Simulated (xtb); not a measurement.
C8H6N2Se, SMILES c1c[se]c(-c2cncnc2)c1. All values are semi-empirical tight-binding results from xtb (GFN2-xTB unless named), good for trends rather than for accurate numbers. Geometry optimised at GFN2-xTB. The structure was generated by enumeration, and PubChem lists no compound with its InChIKey, so it may never have been made. One conformer was computed; it need not be the lowest.

Computed properties:
The orbital gap is 2.26 eV and the zero-point energy is 73.8 kcal/mol. The G − E(el) at 298.15 K (modified RRHO) is 51.4 kcal/mol. The static polarisability (D4 model) is 125.3 bohr³ and the solvation energy, GFN2-xTB/ALPB(water) comes out as -4.5 kcal/mol. The solvation energy, GFN2-xTB/ALPB(octanol) is -7.5 kcal/mol.
